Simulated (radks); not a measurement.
Q: All-electron atom: Os IV in [Kr] 4d10 4f14 5s2 5d(up 3, down 3) 5p(up 3, down 2) (spins set by hand, not the high-spin state). Method: scalar-relativistic Kohn-Sham, LDA (Slater exchange, Perdew-Wang correlation), spin-polarised, spherical densities, finite nucleus; Fermi nuclear charge, rms radius 5.4126 fm; computed with a radial shooting solver on a logarithmic mesh with Libxc functionals. Some entries of the table are withheld. Estimate them.

orbital  occ.  eigenvalue (hartree)  <r> (bohr)  <1/r> (bohr^-1)
1s up       1             -2712.842     0.01775            90.35
1s down     1             -2712.837     0.01775            90.35
2s up       1             -473.5892     0.07495            21.15
2s down     1             -473.5864     0.07495            21.15
2p up       3             -412.8434     0.06729            19.05
2p down     3             -412.8395     0.06729            19.05
3s up       1             -111.1576      0.1941            7.838
3s down     1             -111.1546      0.1941            7.838
3p up       3             -93.31207      0.1946            7.208
3p down     3             -93.30875      0.1946            7.208
3d up       5             -73.30017      0.1763            6.803
3d down     5             -73.29690      0.1763            6.803
4s up       1             -24.42213      0.4321            3.346
4s down     1             -24.41667      0.4321            3.346
4p up       3             -18.56385      0.4597            3.033
4p down     3             -18.55785      0.4596            3.033
4d up       5             -11.27802      0.4892            2.707
4d down     5             -11.27071      0.4890            2.708
5s up       1              -4.60209      0.9987            1.347
5s down     1              -4.57053      0.9988            1.348
4f up       7              -3.17416      0.5549            2.244
4f down     7              -3.16331      0.5538            2.247
5p up       3              -3.08353       1.151            1.147
5p down     2              -3.05256       1.153            1.146
5d up       3              -1.35220       1.576              (1)
5d down     3              -1.33045       1.589              (2)

A: 
(1) 5d up <1/r> (bohr^-1): 0.8201
(2) 5d down <1/r> (bohr^-1): 0.8135
